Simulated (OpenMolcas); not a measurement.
Mn3+: effect of the ligand basis

Mn3+ with 6 ligands (fluoride) in octahedral coordination (Oh) at 1.96 Å. A charge of +0.5 e stands 2.4 Å behind each ligand.

- Program: OpenMolcas 26.06
- Method: SS-CASPT2, IPEA 0.25 Eh, imaginary shift 0.1 Eh (closed shells correlated: 3s 3p and the ligand valence shells)
- Spin-orbit coupling: RASSI with atomic mean-field integrals over the reference wave functions

Fixed: metal basis ANO-RCC-VTZP, active space 4 electrons in 5 orbitals (3d), DKH2 Hamiltonian.

States (labels of O, the rotations of Oh). Energies in cm-1 above the lowest state or level, χT in cm3 K/mol.

```csv
Run,Ligand basis,Ground state,First state of that spin,First gap with spin-orbit (degeneracies),χT at 300 K,First state of another spin,Cost
A,ANO-RCC-VDZP,5E,5T2 13160,"12 (1, 3)",2.947,3T1 9560,roughly 6 core-minutes
B,ANO-RCC-VTZP,5E,5T2 12880,"12 (1, 3)",2.946,3T1 9730,roughly 27 core-minutes
```

Against A, the first state of the same spin changes by -2.1 % in B.

Costs are those of the CASPT2 steps.

Roots that are degenerate in the reference are averaged as groups; the widest CASPT2 spread within a group is 300 cm-1 (the 2-fold group of multiplicity 1 near 82200 cm-1 above the lowest state of its run, B). Shifts and gaps below about the spread of the groups concerned are not significant. Over all roots computed the reference weight is 0.69 to 0.72 in A, 0.68 to 0.71 in B; a low but even weight reflects the number of correlated electrons. An orbital doublet at a regular site is open to a Jahn-Teller distortion, which this geometry leaves out. This shell can be high or low spin here, a state of another spin lies low, and with metal d orbitals alone active their balance is uncertain, so the ground spin may be wrong. Ligand-to-metal charge-transfer states are missing. These CASPT2 states fit no ligand-field parameters well, so their order and spin gaps are uncertain. With no ligand orbital active B as a rule stays too high, so bands that hang on it stand too high and its fall with covalency is understated. With one d shell and no ligand orbital active, 10Dq can be off by a tenth or more. Free-ion shares, where given, are those of the reference states; single-state CASPT2 does not remix them. No measured value stands beside these numbers; the geometry was imposed, not optimised, and the real ion may take another.
